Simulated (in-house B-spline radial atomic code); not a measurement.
**The terbium ion Tb⁵⁺: [Xe] 4f6 (with a hole in an inner shell)**

All numbers are computed (Dirac-Hartree-Fock, average of configuration; Fermi nucleus of rms radius 5.06 fm) with an all-electron radial atomic-structure program (B-spline basis), not measured.

Z_r = [3n² - l(l+1)]/(2<r>); Z_e = n√(-2ε); the last column is Slater's effective charge. Values are occupation-weighted means over j. An effective charge above Z reflects the relativistic contraction of the inner shells.

```csv
shell,electrons,ε (eV),<r> (bohr),Z_r,Z_e,Slater
1s,2,-52382,0.0215,69.76,62.05,64.70
2s,2,-8870.2,0.09089,66.02,51.07,60.85
2p,6,-7913.1,0.0806,62.04,48.23,60.85
3s,2,-2084.2,0.2382,56.68,37.13,53.75
3p,6,-1780,0.2369,52.77,34.31,53.75
3d,10,-1368.6,0.2163,48.55,30.09,43.85
4s,2,-501.28,0.5385,44.56,24.28,37.25
4p,6,-397.04,0.5681,40.49,21.61,37.25
4d,10,-247.01,0.6152,34.13,17.04,25.85
5s,2,-123.43,1.255,29.89,15.06,14.15
5p,6,-92.349,1.404,26.00,13.03,14.15
4f,6,-90.105,0.7315,24.61,10.29,17.25
```

The least bound orbital is 4f7/2 at -89.7 eV, while the most diffuse is 5p3/2 (<r> = 1.427 bohr against 0.7342 bohr): energy order and size order differ.

Spin-orbit splittings of the orbital energies (j = l + 1/2 above j = l - 1/2 when positive): 2p 748.4 eV, 3p 157.5 eV, 3d 33.89 eV, 4p 35.91 eV, 4d 6.658 eV, 5p 6.09 eV, 4f 0.946 eV.

For the 1s electron the small component carries 5.88 % of the norm, the zero-frequency Breit interaction raises the level by 158.8 eV, self-energy by 95.38 eV, and vacuum polarisation lowers it by 15.78 eV.
